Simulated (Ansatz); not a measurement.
Total energies of C9H10O3SiW, SMILES `[CH3][W-3]1234([C]#[O+])([C]#[O+])([C]#[O+])[C@@H]5[C@H]1[C@H]2[C@@]3([SiH3])[C@@H]54`.

Cartesian coordinates in Å:
```
C -1.612 1.528 -0.406
W 0.323 0.642 0.461
C -0.222 2.118 1.673
O -0.572 2.936 2.395
C 0.820 1.564 -1.226
O 1.089 2.058 -2.224
C 2.076 1.462 0.924
O 3.087 1.933 1.191
C 0.810 -1.245 1.752
C -0.603 -1.122 1.762
C -1.057 -1.294 0.437
C 0.057 -1.524 -0.424
Si 0.017 -1.816 -2.262
C 1.216 -1.496 0.412
H -1.557 2.592 -0.629
H -2.423 1.372 0.308
H -1.847 0.998 -1.331
H 1.457 -1.186 2.614
H -1.222 -0.937 2.627
H -2.088 -1.230 0.119
H -1.052 -0.985 -2.871
H 1.340 -1.459 -2.829
H -0.268 -3.246 -2.554
H 2.231 -1.662 0.082
```

The species carries charge 0 and has multiplicity 1. Correlated methods include outer-core shells of W, which these sets cover unevenly. W takes the def2 core potential. The structure was optimised at the PBE0-D4/def2-TZVP level. Basis def2-TZVPP, Ansatz.

RPA on PBE orbitals: Hartree–Fock energy of these orbitals -926.64496 Eh, correlation -4.22810 Eh (frozen core).

```csv
functional,energy without D4 (Eh),D4 term (kJ/mol)
LDA (SPW92),-925.52272,–
revPBE,-931.41699,-240.1
r2SCAN,-931.27821,-26.1
B97M-V,-931.44578,–
B3LYP,-931.59344,-150.0
r2SCANh,-931.21384,-28.0
r2SCAN0,-931.12141,-30.9
HSE06 (plane-wave form),-930.73617,-77.8
CAM-B3LYP,-931.22225,-85.4
LC-ωPBE,-931.07143,–
ωB97X-V,-931.30407,–
ωB97M-V,-931.26259,–
B2PLYP,-930.89505,–
PBE-QIDH,-930.52575,–
```

Q: Give the same for PBE, BLYP, PBE0, BHLYP. (An estimate is asked.)

A: The calculation gave: 
```json
{"functional": "PBE", "energy without D4 (Eh)": "-930.78582", "D4 term (kJ/mol)": "-94.1"}
{"functional": "BLYP", "energy without D4 (Eh)": "-931.36347", "D4 term (kJ/mol)": "-195.3"}
{"functional": "PBE0", "energy without D4 (Eh)": "-930.77190", "D4 term (kJ/mol)": "-82.2"}
{"functional": "BHLYP", "energy without D4 (Eh)": "-931.06298", "D4 term (kJ/mol)": "-125.0"}
```

B3LYP takes the VWN-RPA correlation (the form of Gaussian; ORCA's B3LYP/G). HSE06 is the plane-wave form, built on full-range PBE exchange. The double hybrids freeze the cores in their second-order part.

LC-ωPBE has ω = 0.4 bohr⁻¹.
